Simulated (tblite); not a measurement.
Record of a relaxation.

Species: C₅H₇BNO₂ (doublet state).
SMILES with atom numbers: `[CH3:1][CH:2]/[C:3](=[CH:4]\[C:5]#[N:6])[B:7]([OH:8])[OH:9]` (hydrogens: H10, H11, H12 on C1; H13 on C2; H14 on C4; H15 on O8; H16 on O9)
Bond orders are those of one Lewis drawing.

Computed with GFN2-xTB (tblite), gas phase: L-BFGS steps from a force-field or distance-geometry start until the largest atomic force falls under 0.01 eV/Å. 9 of its 174 geometries are shown.

Step 0: E = -719.5936 eV, largest atomic force 2.881 eV/Å
```
atom  x, y, z in Å  |  force x, y, z in eV/Å
C1      1.346   -1.481   -0.024    0.312   0.740  -0.362
C2      0.845   -0.363   -0.956   -1.866  -1.188   1.696
C3     -0.126    0.536   -0.253    0.761  -0.524  -1.289
C4      0.268    1.685    0.321    1.305   0.467   0.406
C5      1.646    2.101    0.326   -0.412  -0.024  -0.118
N6      2.748    2.444    0.307   -0.834  -0.277   0.069
B7     -1.657    0.122   -0.206   -1.801  -0.258  -0.478
O8     -2.095   -1.112   -0.840    0.907   0.965   2.265
O9     -2.636    0.968    0.466    1.776  -2.080   0.904
H10     1.800   -1.044    0.890   -0.286  -0.339  -0.541
H11     0.490   -2.137    0.272    0.611   0.439  -0.228
H12     2.093   -2.091   -0.553   -0.295   0.192   0.292
H13     0.418   -0.790   -1.871    0.424   0.386   0.063
H14    -0.438    2.320    0.830    0.020   0.138   0.054
H15    -2.043   -1.796   -0.132   -0.324   0.593  -1.150
H16    -2.665    0.647    1.412   -0.298   0.769  -1.582
```

Step 22: E = -721.3026 eV, largest atomic force 0.413 eV/Å
```
atom  x, y, z in Å  |  force x, y, z in eV/Å
C1      1.503   -1.372   -0.075    0.125  -0.044   0.062
C2      0.659   -0.512   -0.931    0.105  -0.064   0.100
C3     -0.104    0.530   -0.345    0.063   0.005  -0.002
C4      0.380    1.649    0.274   -0.006   0.052   0.156
C5      1.712    2.071    0.329   -0.221  -0.346  -0.048
N6      2.813    2.396    0.427   -0.002   0.065  -0.049
B7     -1.601    0.086   -0.084    0.003   0.088  -0.024
O8     -1.963   -1.145   -0.532   -0.042   0.207  -0.082
O9     -2.337    0.816    0.788   -0.042   0.061  -0.227
H10     1.899   -0.829    0.775    0.086   0.093   0.057
H11     0.818   -2.142    0.300    0.127  -0.116   0.124
H12     2.307   -1.893   -0.586    0.063   0.101  -0.221
H13     0.277   -0.966   -1.832   -0.097  -0.065  -0.006
H14    -0.337    2.300    0.757    0.073   0.040   0.039
H15    -2.826   -1.460   -0.268   -0.142  -0.075   0.000
H16    -3.208    0.478    0.993   -0.094  -0.002   0.119
```

Step 43: E = -722.0431 eV, largest atomic force 0.372 eV/Å
```
atom  x, y, z in Å  |  force x, y, z in eV/Å
C1      1.928   -1.162   -0.165   -0.013  -0.034   0.008
C2      0.492   -0.910   -0.439    0.090   0.025  -0.115
C3     -0.232    0.189   -0.040    0.051  -0.113   0.098
C4      0.337    1.358    0.488    0.030  -0.031   0.007
C5      1.664    1.715    0.379   -0.267   0.010   0.069
N6      2.764    2.052    0.279    0.309   0.207  -0.002
B7     -1.812    0.103   -0.061   -0.026  -0.045  -0.068
O8     -2.375   -0.896   -0.779   -0.125  -0.115   0.045
O9     -2.519    0.995    0.672    0.111   0.084   0.029
H10     2.360   -0.397    0.471   -0.003  -0.047  -0.038
H11     2.048   -2.127    0.327   -0.069  -0.121   0.015
H12     2.510   -1.219   -1.086   -0.081   0.070  -0.073
H13    -0.049   -1.682   -0.970    0.048  -0.036   0.124
H14    -0.328    2.072    0.945   -0.004   0.135   0.002
H15    -3.324   -1.011   -0.701    0.027   0.046  -0.088
H16    -3.472    0.929    0.669   -0.078  -0.035  -0.013
```

Step 65: E = -722.0916 eV, largest atomic force 0.072 eV/Å
```
atom  x, y, z in Å  |  force x, y, z in eV/Å
C1      1.954   -1.189   -0.215    0.002   0.022   0.017
C2      0.493   -0.984   -0.324    0.005   0.032   0.001
C3     -0.224    0.126    0.052   -0.010   0.003  -0.018
C4      0.331    1.341    0.495    0.018  -0.007   0.027
C5      1.644    1.752    0.419   -0.035  -0.026  -0.003
N6      2.718    2.178    0.353    0.070   0.006   0.014
B7     -1.807    0.074   -0.020    0.000  -0.001   0.000
O8     -2.381   -0.913   -0.747    0.004  -0.006  -0.008
O9     -2.508    1.030    0.636   -0.001   0.003  -0.005
H10     2.422   -0.437    0.413    0.023  -0.002   0.003
H11     2.165   -2.181    0.185   -0.001  -0.002  -0.021
H12     2.413   -1.137   -1.205   -0.016   0.002   0.001
H13    -0.074   -1.816   -0.718   -0.011   0.007   0.013
H14    -0.353    2.083    0.885   -0.008  -0.003  -0.026
H15    -3.337   -0.909   -0.811   -0.028  -0.032   0.008
H16    -3.464    0.991    0.588   -0.012   0.004  -0.001
```

Step 86: E = -722.0999 eV, largest atomic force 0.044 eV/Å
```
atom  x, y, z in Å  |  force x, y, z in eV/Å
C1      1.946   -1.175   -0.249    0.016   0.002  -0.006
C2      0.481   -0.974   -0.285    0.000   0.000   0.007
C3     -0.228    0.156    0.049   -0.012  -0.009   0.004
C4      0.338    1.377    0.455   -0.010  -0.015   0.010
C5      1.672    1.728    0.480    0.005  -0.012   0.001
N6      2.770    2.091    0.512   -0.011   0.011   0.001
B7     -1.813    0.083   -0.021    0.003  -0.013   0.011
O8     -2.364   -0.965   -0.681    0.015   0.008  -0.009
O9     -2.537    1.059    0.577    0.037   0.013  -0.020
H10     2.446   -0.472    0.411   -0.015   0.019   0.009
H11     2.180   -2.193    0.058   -0.002  -0.018  -0.007
H12     2.359   -1.037   -1.252   -0.002   0.010   0.006
H13    -0.104   -1.823   -0.611    0.004  -0.002  -0.017
H14    -0.344    2.159    0.761    0.003   0.005  -0.010
H15    -3.319   -0.999   -0.742   -0.025  -0.004   0.020
H16    -3.491    0.994    0.527   -0.007   0.005   0.000
```

Step 108: E = -722.1060 eV, largest atomic force 0.068 eV/Å
```
atom  x, y, z in Å  |  force x, y, z in eV/Å
C1      1.956   -1.157   -0.279    0.003  -0.006  -0.005
C2      0.484   -0.998   -0.300   -0.008   0.017   0.006
C3     -0.232    0.133    0.017    0.013   0.021   0.012
C4      0.334    1.359    0.408    0.002   0.014   0.020
C5      1.665    1.691    0.543    0.062   0.001  -0.010
N6      2.758    2.048    0.681   -0.060  -0.024  -0.022
B7     -1.817    0.074   -0.031    0.002   0.001  -0.010
O8     -2.405   -1.042   -0.524    0.025  -0.001   0.004
O9     -2.503    1.145    0.436   -0.006  -0.004  -0.003
H10     2.420   -0.541    0.488   -0.019  -0.021  -0.004
H11     2.223   -2.200   -0.124    0.016   0.003  -0.005
H12     2.379   -0.845   -1.238   -0.014   0.003   0.014
H13    -0.094   -1.857   -0.609    0.013  -0.007   0.000
H14    -0.354    2.162    0.637   -0.001   0.007   0.016
H15    -3.362   -1.066   -0.542   -0.016   0.002   0.003
H16    -3.460    1.103    0.424   -0.011  -0.006  -0.014
```

Step 130: E = -722.1155 eV, largest atomic force 0.081 eV/Å
```
atom  x, y, z in Å  |  force x, y, z in eV/Å
C1      1.949   -1.137   -0.289    0.001   0.019   0.012
C2      0.475   -0.996   -0.291    0.016  -0.010   0.011
C3     -0.240    0.127    0.055    0.001  -0.010  -0.008
C4      0.340    1.342    0.457    0.003  -0.004  -0.001
C5      1.681    1.653    0.531    0.061   0.037  -0.003
N6      2.786    1.994    0.605   -0.073  -0.036  -0.002
B7     -1.823    0.073   -0.013   -0.026  -0.015  -0.030
O8     -2.406   -1.109   -0.337    0.015   0.046   0.014
O9     -2.515    1.211    0.239    0.011  -0.035  -0.001
H10     2.386   -0.718    0.617   -0.016  -0.010   0.003
H11     2.241   -2.180   -0.383    0.004   0.006  -0.013
H12     2.383   -0.579   -1.123   -0.002  -0.004   0.005
H13    -0.101   -1.857   -0.599   -0.002   0.006   0.003
H14    -0.332    2.146    0.726    0.009   0.007  -0.003
H15    -3.362   -1.133   -0.385    0.002   0.011   0.004
H16    -3.470    1.174    0.179   -0.005  -0.007   0.010
```

Step 151: E = -722.1181 eV, largest atomic force 0.043 eV/Å
```
atom  x, y, z in Å  |  force x, y, z in eV/Å
C1      1.949   -1.123   -0.309   -0.010   0.009   0.017
C2      0.474   -1.005   -0.278    0.004   0.015   0.018
C3     -0.241    0.128    0.038   -0.009   0.003  -0.001
C4      0.343    1.351    0.409   -0.009  -0.001  -0.003
C5      1.685    1.633    0.549   -0.032  -0.016  -0.004
N6      2.792    1.939    0.692    0.041   0.013  -0.002
B7     -1.825    0.073   -0.019    0.005  -0.005   0.000
O8     -2.415   -1.128   -0.234   -0.001  -0.012  -0.002
O9     -2.514    1.228    0.145    0.006   0.008   0.012
H10     2.378   -0.872    0.662   -0.004  -0.008  -0.001
H11     2.257   -2.127   -0.585    0.006  -0.009  -0.004
H12     2.374   -0.412   -1.020    0.016   0.008  -0.007
H13    -0.101   -1.884   -0.528   -0.011  -0.010  -0.011
H14    -0.323    2.175    0.625   -0.003   0.001  -0.008
H15    -3.372   -1.151   -0.262    0.005   0.002  -0.006
H16    -3.470    1.183    0.102   -0.005   0.002   0.003
```

Step 173: E = -722.1201 eV, largest atomic force 0.007 eV/Å
```
atom  x, y, z in Å  |  force x, y, z in eV/Å
C1      1.949   -1.132   -0.272    0.003  -0.003   0.006
C2      0.474   -1.006   -0.270   -0.001   0.000  -0.003
C3     -0.242    0.130    0.031    0.000   0.002  -0.003
C4      0.342    1.358    0.385    0.002   0.000   0.002
C5      1.686    1.648    0.493   -0.002  -0.002  -0.001
N6      2.795    1.961    0.603    0.002   0.003   0.001
B7     -1.826    0.072   -0.020    0.000   0.000  -0.001
O8     -2.411   -1.099   -0.367   -0.002  -0.003  -0.002
O9     -2.518    1.197    0.284   -0.002   0.003   0.002
H10     2.360   -0.877    0.707   -0.001  -0.001  -0.002
H11     2.257   -2.141   -0.534    0.001   0.003  -0.002
H12     2.394   -0.430   -0.979    0.000  -0.001   0.000
H13    -0.100   -1.883   -0.529   -0.004   0.002   0.003
H14    -0.324    2.182    0.600    0.002   0.000   0.001
H15    -3.368   -1.121   -0.396    0.000  -0.003   0.001
H16    -3.474    1.151    0.251    0.003   0.000  -0.001
```

**Question.** Summarise the path.

**Answer.** The energy falls by 2.5266 eV from step 0 to step 173; nine tenths of that is first reached at step 36. It rises by more than 0.2 meV at steps 3 and 12. The largest force goes from 2.881 to 0.007 eV/Å. Among the bonds C2–C3 changes most, from 1.499 to 1.376 Å; the atoms move by 1.061 Å rms after alignment.

**Question.** Follow the three bonds and two angles with the largest change from start to end.

**Answer.** 
| step | E above end (eV) | largest force (eV/Å) | C2–C3 (Å) | B7–O9 (Å) | B7–O8 (Å) | C1–C2–C3 (°) | B7–O8–H15 (°) |
| --- | --- | --- | --- | --- | --- | --- | --- |
| 0 | 2.5266 | 2.881 | 1.499 | 1.458 | 1.455 | 111.2 | 105.1 |
| 8 | 1.5999 | 0.976 | 1.415 | 1.363 | 1.373 | 126.5 | 125.8 |
| 15 | 1.1189 | 1.828 | 1.413 | 1.352 | 1.352 | 120.4 | 126.0 |
| 23 | 0.8025 | 0.340 | 1.417 | 1.355 | 1.362 | 120.4 | 116.2 |
| 30 | 0.5715 | 0.711 | 1.399 | 1.359 | 1.357 | 125.5 | 115.2 |
| 38 | 0.1766 | 0.605 | 1.379 | 1.359 | 1.355 | 125.0 | 119.1 |
| 45 | 0.0678 | 0.171 | 1.375 | 1.355 | 1.355 | 126.3 | 116.7 |
| 53 | 0.0389 | 0.297 | 1.372 | 1.354 | 1.356 | 126.9 | 118.3 |
| 60 | 0.0303 | 0.077 | 1.373 | 1.355 | 1.355 | 127.2 | 117.5 |
| 68 | 0.0274 | 0.060 | 1.374 | 1.355 | 1.355 | 127.6 | 117.1 |
| 75 | 0.0247 | 0.061 | 1.374 | 1.354 | 1.355 | 128.1 | 117.7 |
| 83 | 0.0209 | 0.043 | 1.375 | 1.354 | 1.355 | 128.3 | 117.6 |
| 90 | 0.0195 | 0.034 | 1.375 | 1.354 | 1.355 | 127.8 | 117.6 |
| 98 | 0.0171 | 0.081 | 1.375 | 1.355 | 1.355 | 127.0 | 117.5 |
| 105 | 0.0154 | 0.044 | 1.375 | 1.355 | 1.355 | 127.1 | 117.3 |
| 113 | 0.0136 | 0.054 | 1.375 | 1.355 | 1.355 | 127.2 | 117.4 |
| 120 | 0.0102 | 0.190 | 1.376 | 1.356 | 1.356 | 127.0 | 117.0 |
| 128 | 0.0052 | 0.049 | 1.376 | 1.355 | 1.356 | 126.6 | 117.2 |
| 135 | 0.0040 | 0.031 | 1.376 | 1.355 | 1.355 | 126.4 | 117.8 |
| 143 | 0.0030 | 0.024 | 1.376 | 1.355 | 1.355 | 126.1 | 117.3 |
| 150 | 0.0021 | 0.027 | 1.376 | 1.355 | 1.355 | 126.0 | 117.4 |
| 158 | 0.0015 | 0.025 | 1.376 | 1.355 | 1.355 | 126.2 | 117.3 |
| 165 | 0.0006 | 0.019 | 1.376 | 1.355 | 1.355 | 126.1 | 117.4 |
| 173 | 0.0000 | 0.007 | 1.376 | 1.355 | 1.355 | 126.1 | 117.4 |

The cost below is that of the whole relaxation. Hardware: one thread, Arm Neoverse V1 (aarch64), shared host with 32 logical CPUs at a one-minute load of 18. Cost: 1.1 s wall.
